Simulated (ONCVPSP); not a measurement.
## Scattering properties, ONCV potential for B

```json
{
  "Element": "B",
  "Generator": "ONCVPSP 4.0.1",
  "Type": "optimised norm-conserving Vanderbilt (ONCV)",
  "Functional": "LDA (Perdew-Wang 92)",
  "Relativity": "scalar-relativistic",
  "Frozen core": "[He]",
  "Valence charge": "3",
  "Reference configuration": "2s2 2p0.5 (charge +0.5)",
  "Partial waves": "2s: rc 1.50 bohr, ncon 4, nbas 9, qcut 4 1/bohr, 1 projector; 2p: rc 2.90 bohr, ncon 3, nbas 7, qcut 4.9 1/bohr, 2 projectors, debl 2 Ha; d scattering state at 0.03 Ha: rc 2.90 bohr, ncon 5, nbas 8, qcut 2.8 1/bohr, 2 projectors, debl 1.7 Ha",
  "Local potential": "polynomial inside 1.15 bohr (lpopt 1, dvloc0 2 Ha)",
  "Core correction": "none"
}
```

The phase is arctan(r·R′/R) of the radial function R(r), unwrapped; energies in Ha, scanned from -2 to 5 Ha. A pole is an energy at which the radial function vanishes at the test radius. The pseudo phase is shifted by a multiple of π to meet the all-electron one at the reference energy, and phase errors are pseudo minus all-electron; the curves can meet again beyond the range given. Levels narrower than the energy grid can be missing from the lists of poles.

A narrow feature of the pseudo curve, probably an extra level, lies near 0.40 Ha in the p channel; the grid steps over it, so the window and error are not given (n/a).

**Question.** For each channel, where are the poles, and over which energies does the pseudopotential scatter like the atom?

**Answer.**

| channel | radius (bohr) | reference energy (Ha) | poles, all-electron | poles, pseudo | unbroken range about the reference energy with phases within 0.05 rad | phase error 1 Ha above the reference energy (rad) |
| --- | --- | --- | --- | --- | --- | --- |
| s | 1.52 | -0.52 | 1.78 | 1.52 | below 1.8 | -0.009 |
| p | 2.94 | -0.30 | -0.13, 1.68, 4.72 | -0.13, 1.68 | n/a | n/a |
| d | 2.94 | 0.03 | 1.03, 3.50 | 1.02, 3.04 | below 2.9 | -0.001 |

Phases in the s channel:

```tsv
E (Ha)	all-electron	pseudo
-1.98	0.783	0.772
-1.80	0.678	0.666
-1.62	0.542	0.530
-1.44	0.368	0.356
-1.26	0.151	0.141
-1.08	-0.100	-0.107
-0.90	-0.360	-0.363
-0.72	-0.597	-0.598
-0.54	-0.794	-0.794
-0.36	-0.950	-0.950
-0.18	-1.071	-1.073
0.00	-1.166	-1.169
0.18	-1.242	-1.247
0.36	-1.304	-1.311
0.54	-1.355	-1.365
0.72	-1.399	-1.411
0.90	-1.436	-1.452
1.08	-1.469	-1.489
1.26	-1.498	-1.523
1.44	-1.525	-1.556
1.62	-1.550	-1.588
1.80	-1.573	-1.620
1.98	-1.596	-1.654
2.16	-1.617	-1.692
2.34	-1.639	-1.734
2.52	-1.661	-1.785
2.70	-1.683	-1.850
2.88	-1.706	-1.938
3.06	-1.731	-2.068
3.24	-1.757	-2.281
3.42	-1.787	-2.652
3.60	-1.820	-3.211
3.78	-1.859	-3.728
3.96	-1.904	-4.043
4.14	-1.959	-4.225
4.32	-2.028	-4.338
4.50	-2.117	-4.415
4.68	-2.235	-4.470
4.86	-2.397	-4.513
```
